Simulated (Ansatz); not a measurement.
Born–Oppenheimer molecular dynamics of CH₅AlBF (9 atoms, charge 0, multiplicity 1). It starts at the highest image of a converged band. Of that band: Beside the main top the profile has a ripple of under 15 meV (maxima at images 1, 6), which may be a very shallow well or noise. Neighbouring images differ by up to 2.1 eV, so the band resolves the path poorly. A vibrational analysis at the climbing image gives one clearly imaginary mode, 1083i cm⁻¹: a first-order saddle point.

These are results of RKS BLYP/def2-SVP in Ansatz 0.2.0, not measurements.

```
ensemble                      : NVE (velocity Verlet)
time step                     : 0.5 fs
steps asked                   : 200
starting velocities drawn for : 300 K
seed                          : 11471
```

First frame:

```xyz
9
Properties=species:S:1:pos:R:3
C -0.642 0.874 -1.190
Al 0.188 -0.757 -0.322
B 0.614 -0.374 1.739
F 1.192 -1.270 2.545
H -0.507 0.023 -1.877
H -0.441 1.058 -0.127
H -1.119 1.720 -1.694
H 0.386 -1.979 -1.325
H 0.329 0.704 2.252
```

(1) How far do the bonds stretch over the last three quarters of this one trajectory? (Pairs bonded in most of those frames.)

## Answers

(1) 
| bond | mean (Å) | spread (Å) | shortest | longest |
| --- | --- | --- | --- | --- |
| C1–Al2 | 1.979 | 0.067 | 1.87 | 2.08 |
| C1–H5 | 1.136 | 0.031 | 1.07 | 1.22 |
| C1–H6 | 1.135 | 0.027 | 1.07 | 1.19 |
| C1–H7 | 1.156 | 0.054 | 1.05 | 1.25 |
| Al2–B3 | 2.194 | 0.046 | 2.07 | 2.26 |
| Al2–H8 | 1.616 | 0.022 | 1.57 | 1.65 |
| B3–F4 | 1.339 | 0.023 | 1.30 | 1.38 |
| B3–H9 | 1.240 | 0.012 | 1.22 | 1.26 |

Mean temperature of the second half: 1243 K. The conserved energy stayed within 0.36 meV per atom of its start (net change -0.36 meV per atom), so the integration is sound. The system heated up, since it started high on the potential surface and ran downhill. A run of 0.1 ps of so small a system gives no equilibrium averages. The orbitals stay closed-shell, which can raise the energy where a bond breaks towards radicals; this wasn't checked here.

The run took 3.9 min on 2 threads of Arm Neoverse V1, with other jobs on the host, peak memory 0.11 GiB.
